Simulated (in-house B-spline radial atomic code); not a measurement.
Configurations of Ni3+, with energies counted from [Ar] (3d3/2)4 (3d5/2)3. Method: Dirac-Hartree-Fock, average of each configuration as written, Fermi nucleus of rms radius 3.7757 fm. Calculated with a radial B-spline atomic code at the basis-set limit. Energies include first-order Breit, QED and recoil terms.

Occupations are held fixed; configurations that lie above the ionisation limit could autoionise.

```csv
configuration,E - E(ref) (eV),highest orbital,its <r> (bohr)
[Ar] (3d3/2)3 (3d5/2)4,0.58313,3d5/2,0.8871
[Ar] (3d3/2)4 (3d5/2)2 (4d3/2)1,33.744,4d3/2,3.232
[Ar] (3d3/2)3 (3d5/2)3 (4f5/2)1,41.819,4f5/2,4.415
[Ar] (3d3/2)1 (3d5/2)5 (7f7/2)1,51.167,7f7/2,16.66
[Ne] 3s2 (3p1/2)1 (3p3/2)4 (3d3/2)1 (3d5/2)6 (6f7/2)1,117.06,6f7/2,11.8
[Ne] 3s2 (3p1/2)1 (3p3/2)4 (3d3/2)2 (3d5/2)5 (7f5/2)1,121.35,7f5/2,16.69
```

(1) Order these further configurations by energy, lowest first.
A. [Ne] 3s2 (3p1/2)1 (3p3/2)4 (3d3/2)2 (3d5/2)5 (6p3/2)1
B. [Ne] 3s2 (3p1/2)2 (3p3/2)3 (3d3/2)3 (3d5/2)4 (7p1/2)1
C. [Ar] (3d3/2)3 (3d5/2)3 (5g7/2)1
D. [Ne] 3s2 (3p1/2)2 (3p3/2)3 (3d3/2)1 (3d5/2)6 (7d5/2)1
E. [Ar] (3d3/2)4 (3d5/2)2 (7g9/2)1

(2) How far above the reference does [Ar] (3d3/2)3 (3d5/2)3 (5f7/2)1 lie?

(3) How far above the reference does [Ne] 3s2 (3p1/2)1 (3p3/2)4 (3d3/2)3 (3d5/2)4 (6g9/2)1 lie?

Results:

(1) C (46.832 eV), E (50.275 eV), A (115.83 eV), B (118.28 eV), D (121.5 eV).

(2) 46.755 eV; its least bound orbital is 5f7/2 with <r> = 7.756 bohr.

(3) 121.93 eV; its least bound orbital is 6g9/2 with <r> = 10.99 bohr.
